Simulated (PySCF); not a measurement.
**Structure elucidation problem**

Molecular formula: C₄H₆F₄O. Simulated spectra:

$^{1}$H NMR (400 MHz, computed): δ 6.16 (m, 1H), 5.93 (m, 1H), 5.90 (m, 1H), 1.61 (m, 3H).

$^{13}$C{$^{1}$H} NMR (computed): δ 118.5 (CH), 110.0 (CH), 107.5 (CH), 23.2 (CH3).

In vacuum, equivalent nuclei averaged, no relativistic terms, one computed conformer. GIAO PBE0/pcSseg-1 shieldings; GFN2-xTB geometry; PySCF 2.14.0 with density-fitted response routines.

References, each an isolated molecule treated in the same way: $^{1}$H (σ = 31.72 ppm) and $^{13}$C (σ = 186.93 ppm) vs TMS.

Choose the structure that fits.
A. C[C@@H](F)O[C@H](F)C(F)F
B. C[C@@H](F)[C@H](F)OC(F)F
C. CO[C@](C)(F)C(F)(F)F
D. C[C@@H](F)O[C@@H](F)C(F)F

Answers

A. 

- Rings plus π bonds: 0.
- 4 carbon signals for 4 carbons: no two carbons are equivalent.
- Carbon types of the structure: 3 × CH, 1 × CH3, which accounts for all hydrogens.
- δC 118.5: sp3 CH bonded to 2 F; 2 electronegative neighbours deshield it.
- δC 110.0, 107.5: sp3 CH bonded to F and O; 2 electronegative neighbours deshield it.
- δC 23.2: methyl carbon; a saturated carbon with 1 carbon neighbour and no heteroatom attached.
- δH 6.16, 5.90: hydrogen on an sp3 CH bonded to F and O; its carbon carries F and O, hence the downfield position.
- δH 5.93: hydrogen on an sp3 CH bonded to 2 F; its carbon carries F, hence the downfield position.

The others: C[C@@H](F)O[C@@H](F)C(F)F has carbons computed at 118.3, 116.8, 113.5, 23.7; CO[C@](C)(F)C(F)(F)F would give 2 signals for carbon-bound and other non-exchanging H, not 4; C[C@@H](F)[C@H](F)OC(F)F has carbons computed at 122.3, 113.7, 94.4, 18.4.

Splittings by $^{19}$F in the carbon and heteronuclear signals aren't shown, as no couplings were computed. Shifts are as computed. Against solution values, carbons near 30 ppm lie about +3 ppm off and those near 130 ppm about +5 ppm. Of 1309 compounds with measured shifts, 239 miss one by over three times the rms of a fit or turn the order of signals round; such compounds aren't used in these exercises. Multiplicities follow the n + 1 count of equivalent neighbours, as no J values were calculated; m marks all less simple cases, F and P coupling included.
